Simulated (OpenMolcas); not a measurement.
# Be: thermal populations, worked from levels

```
Program             : OpenMolcas 26.06
Basis               : ANO-RCC [9s8p5d2f1g]
Scalar Hamiltonian  : DKH2, point nucleus
Active space        : 2 electrons in 9 orbitals (RAS2 2s 2p; RAS3 3d, at most 2 electrons)
State averaging     : 2S+1 = 3 even, 3 roots; 2S+1 = 1 even, 6 roots; 2S+1 = 3 odd, 3 roots; 2S+1 = 1 odd, 3 roots
Spin-orbit coupling : state interaction with AMFI integrals over the reference wave functions, term energies averaged over their components
```

Methods: RASSCF; SS-RASPT2, IPEA 0.25 Eh, imaginary shift 0.1 Eh (closed shells correlated: 1s). Measured levels: NIST Handbook of Basic Atomic Spectroscopic Data.

**Thermal populations.** Z = Σ (2J + 1) exp(-E/kT) with k = 0.695035 cm-1/K, over the levels below. No other level of either list lies under 52000 cm-1, which is above 7 kT at each temperature.

| Level | 2J + 1 | SS-RASPT2 | measured |
| --- | --- | --- | --- |
| 2s2 1S0 | 1 | 0.0 | 0.0 |
| 2s 2p 3P* 0 | 1 | 21920 | 21978 |
| 2s 2p 3P* 1 | 3 | 21930 | 21979 |
| 2s 2p 3P* 2 | 5 | 21930 | 21981 |
| 2s 2p 1P* 1 | 3 | 42940 | 42565 |

| T (K) | Z, SS-RASPT2 | Z, measured levels | Ground level (%), SS-RASPT2 | Ground level (%), measured levels |
| --- | --- | --- | --- | --- |
| 8000 | 1.176 | 1.174 | 85.1 | 85.2 |

At 8000 K, kT = 5560 cm-1, and the computed levels give Z = 1.000 + 0.019 + 0.058 + 0.097 + 0.001 = 1.176.

Active for correlation alone: 3d; no level in the range computed is led by a configuration that fills it, so any true level of that kind is missing. Without dynamic correlation excited terms often stand tens of per cent too high (terms of higher spin than the ground term too low), and those without a measured partner can miss by more than the paired ones (holds for RASSCF). Measured partners are found by configuration, term and J. A level has none where our copy of the source lacks it or the pairing is in doubt (some pairs that miss far off the trend of their configuration count as doubtful), and it then counts in no deviation. Only configurations of the active space appear.

* marks odd parity.
